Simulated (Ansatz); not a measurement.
Program: Ansatz. Geometries: PBE0-D4/def2-TZVP. ΔE: electronic, gas phase. CBS: MP2 limit from def2 TZ/QZ plus the TZ coupled-cluster correction, frozen cores. This one scheme is used for every species. DFT in def2-TZVPP. B3LYP here is the variant with VWN-RPA as its local correlation; programs differ in this. For Ge outer-core shells are correlated without core-valence functions, which leaves a few kJ/mol of doubt a bond. Scalar relativity is left out up to krypton. Each species was taken in one conformer, which may not be the lowest.

`[SH][Ge]([Cl])([Cl])[Cl]` + `CC(C)N` → `CC(C)[NH][Ge]([Cl])([Cl])[Cl]` + H₂S  (ligand exchange at a Ge–S bond)

Problem. Is it downhill or uphill in electronic energy at CCSD(T)/CBS, and by how much? (Best estimate.)

Solution. The calculation gave: Uphill: ΔE = +16.4 kJ/mol.

Problem. What do these levels give: BHLYP-D4, CAM-B3LYP-D4, B3LYP, r2SCANh, r2SCAN0, MP2/def2-SVP? (An estimate is asked.)

Solution. Ansatz gave: BHLYP-D4 19.2, CAM-B3LYP-D4 15.9, B3LYP 29.5, r2SCANh 26.7, r2SCAN0 26.5, MP2/def2-SVP 3.4 kJ/mol.

Largest T1 diagnostic among the species: 0.010.

In def2-TZVPP, CCSD(T) changes the Hartree–Fock value by −8.8 kJ/mol (the triples alone add −0.7 kJ/mol) and MP2 by −7.2 kJ/mol. Leaving LDA and LC-ωPBE aside and taking each functional with its dispersion term where it has one, the values, not all of them listed here, spread over 11.6 kJ/mol, from CAM-B3LYP-D4 to PBE-D4. LDA lies −11.1 kJ/mol from PBE without D4.
